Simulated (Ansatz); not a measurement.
Program: Ansatz. Geometries: PBE0-D4/def2-TZVP. ΔE: electronic, gas phase. CCSD(T)/CBS is the MP2 limit (def2-TZVPP, def2-QZVPP) plus CCSD(T) − MP2 in def2-TZVPP, frozen cores. Functionals use def2-TZVPP. Elements past krypton have def2 core potentials. For Ge, Te outer-core shells are correlated without core-valence functions, which leaves a few kJ/mol of doubt a bond. Scalar relativity is left out up to krypton. Each species was taken in one conformer, which may not be the lowest.

`[F][GeH]([F])[Cl]` + `C[SiH2][TeH]` → `[F][GeH2][F]` + `ClC[SiH2][TeH]`  (redistribution)

`[F][GeH]([F])[Cl]`:

```xyz
5

F    -0.111    0.367   -1.657
Ge   -0.018    0.113    0.035
F    -1.547   -0.520    0.479
Cl    1.428   -1.383    0.385
H     0.249    1.423    0.758
```

`C[SiH2][TeH]`:

```xyz
9

C    -0.988    0.746    0.124
Si    0.703    0.148   -0.392
Te    1.551   -1.705    1.057
H    -1.309    1.573   -0.516
H    -0.976    1.089    1.160
H    -1.723   -0.057    0.039
H     1.727    1.213   -0.232
H     0.688   -0.295   -1.811
H     0.327   -2.713    0.570
```

`[F][GeH2][F]`:

```xyz
5

F    -0.939   -1.242   -0.574
Ge    0.017    0.096   -0.054
F     0.649   -0.377    1.479
H    -0.918    1.283    0.169
H     1.190    0.239   -1.021
```

`ClC[SiH2][TeH]`:

```xyz
9

Cl   -1.362   -2.084    0.894
C    -0.552   -1.020   -0.292
Si   -0.084    0.588    0.564
Te    1.036    2.141   -1.036
H     0.321   -1.549   -0.673
H    -1.242   -0.849   -1.118
H    -1.311    1.291    1.008
H     0.798    0.288    1.717
H     2.397    1.193   -1.065
```

```
            species  PBE-D4 energy (Eh)
`[F][GeH]([F])[Cl]`         -2737.02836
     `C[SiH2][TeH]`          -599.06440
     `[F][GeH2][F]`         -2277.54527
   `ClC[SiH2][TeH]`         -1058.49234
```

Question: Work out ΔE.

Answer: ΔE = (-2277.54527) + (-1058.49234) − (-2737.02836) − (-599.06440) = 0.05515 Eh = +144.8 kJ/mol. CCSD(T)/CBS gives +147.6 kJ/mol.

Largest T1 diagnostic among the species: 0.012.

In def2-TZVPP, CCSD(T) changes the Hartree–Fock value by −7.3 kJ/mol (the triples alone add −1.2 kJ/mol) and MP2 by −3.9 kJ/mol. From PBE to PBE0 (25 % exact exchange), in def2-TZVPP and without D4, ΔE moves by +4.9 kJ/mol.
